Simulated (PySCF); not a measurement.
PySCF input (BP86/6-31G* (5d)):

```python
from pyscf import gto, dft

mol = gto.M(
    atom='''
    N    -0.00000000   -0.00000000   -0.90472069
    P     0.00000000    0.00000000    0.55016401
    H    -0.00000000   -0.00000000   -1.91941528
    ''',
    basis='6-31g*',
    charge=1,
    spin=0,
    verbose=4,
)

mf = dft.RKS(mol, xc='bp86')
mf.grids.level = 3
mf.conv_tol = 1e-9
mf.max_cycle = 100
mf.max_memory = 1500
mf.kernel()
if not mf.converged:
    mf = mf.newton()
    mf.kernel(mf.make_rdm1())
mf.dip_moment()
```

Output:

```
PySCF version 2.14.0

[INPUT] verbose = 4
[INPUT] num. atoms = 3
[INPUT] num. electrons = 22
[INPUT] charge = 1
[INPUT] spin (= nelec alpha-beta = 2S) = 0
[INPUT] symmetry False subgroup None
[INPUT] Mole.unit = angstrom
[INPUT] Symbol           X                Y                Z      unit          X                Y                Z       unit  Magmom
[INPUT]  1 N      0.000000000000   0.000000000000  -0.904720690000 AA    0.000000000000   0.000000000000  -1.709674323328 Bohr   0.0
[INPUT]  2 P      0.000000000000   0.000000000000   0.550164010000 AA    0.000000000000   0.000000000000   1.039659302492 Bohr   0.0
[INPUT]  3 H      0.000000000000   0.000000000000  -1.919415280000 AA    0.000000000000   0.000000000000  -3.627169198505 Bohr   0.0

nuclear repulsion = 45.0558432705531
number of shells = 16
number of NR pGTOs = 82
number of NR cGTOs = 34
basis = 6-31g*
ecp = {}

******** <class 'pyscf.dft.rks.RKS'> ********
method = RKS
initial guess = minao
damping factor = 0
level_shift factor = 0
DIIS = <class 'pyscf.scf.diis.CDIIS'>
diis_start_cycle = 1
diis_space = 8
diis_damp = 0
SCF conv_tol = 1e-09
SCF conv_tol_grad = None
SCF max_cycles = 100
direct_scf = True
direct_scf_tol = 1e-13
XC library pyscf.dft.libxc version 7.1.2
    S. Lehtola, C. Steigemann, M. J. T. Oliveira, and M. A. L. Marques,  SoftwareX 7, 1–5 (2018)
XC functionals = bp86
    A. D. Becke,  Phys. Rev. A 38, 3098 (1988)
    J. P. Perdew,  Phys. Rev. B 33, 8822 (1986)
    J. P. Perdew,  Phys. Rev. B 34, 7406–7406 (1986)
radial grids:
    Treutler-Ahlrichs [JCP 102, 346 (1995); DOI:10.1063/1.469408] (M4) radial grids

becke partition: Becke, JCP 88, 2547 (1988); DOI:10.1063/1.454033
pruning grids: <function nwchem_prune>
grids dens level: 3
symmetrized grids: False
atomic radii adjust function: <function treutler_atomic_radii_adjust>
small_rho_cutoff = 0
Set gradient conv threshold to 3.16228e-05
Initial guess from minao.
tot grids = 42896
init E= -396.882331729616
  HOMO = -0.373524565812738  LUMO = -0.136141778327675  gap/eV = 6.45951
cycle= 1 E= -396.335977011472  delta_E= 0.546  |g|= 0.432  |ddm|= 1.96
  HOMO = -0.578298227734611  LUMO = -0.368582215531206  gap/eV = 5.70666
cycle= 2 E= -395.511770661605  delta_E= 0.824  |g|=  1.7  |ddm|= 1.72
  HOMO = -0.622163807439045  LUMO = -0.402215711682476  gap/eV = 5.98509
cycle= 3 E= -396.382063840168  delta_E= -0.87  |g|= 0.135  |ddm|= 1.44
  HOMO = -0.606139188417688  LUMO = -0.391253399760716  gap/eV = 5.84734
cycle= 4 E= -396.387079583983  delta_E= -0.00502  |g|= 0.011  |ddm|= 0.0963
  HOMO = -0.605782847837064  LUMO = -0.392740185754081  gap/eV = 5.79719
cycle= 5 E= -396.387116668284  delta_E= -3.71e-05  |g|= 0.00322  |ddm|= 0.0198
  HOMO = -0.606300960609147  LUMO = -0.392886869513336  gap/eV = 5.80729
cycle= 6 E= -396.387120752394  delta_E= -4.08e-06  |g|= 0.000333  |ddm|= 0.00474
  HOMO = -0.606280279178763  LUMO = -0.392858831959984  gap/eV = 5.80749
cycle= 7 E= -396.387120784512  delta_E= -3.21e-08  |g|= 0.000121  |ddm|= 0.000508
  HOMO = -0.606295702555864  LUMO = -0.39287687876631  gap/eV = 5.80742
cycle= 8 E= -396.387120789556  delta_E= -5.04e-09  |g|= 1.68e-05  |ddm|= 0.000149
  HOMO = -0.606294074456037  LUMO = -0.392875651136657  gap/eV = 5.80741
cycle= 9 E= -396.387120789623  delta_E= -6.66e-11  |g|= 1.76e-06  |ddm|= 1.11e-05
  HOMO = -0.606293754144896  LUMO = -0.392875684448939  gap/eV = 5.80740
Extra cycle  E= -396.387120789609  delta_E= 1.33e-11  |g|= 7.48e-06  |ddm|= 6.77e-06
converged SCF energy = -396.387120789609

WARN: System has nonzero charge 1; the dipole moment is origin-dependent.
Location of origin: [0. 0. 0.]

Dipole moment(X, Y, Z, Debye):  0.00000, -0.00000, -0.41443
```

The dipole moment of an ion depends on the origin.

The geometry given is a B3LYP-D3(BJ)/def2-TZVP minimum.
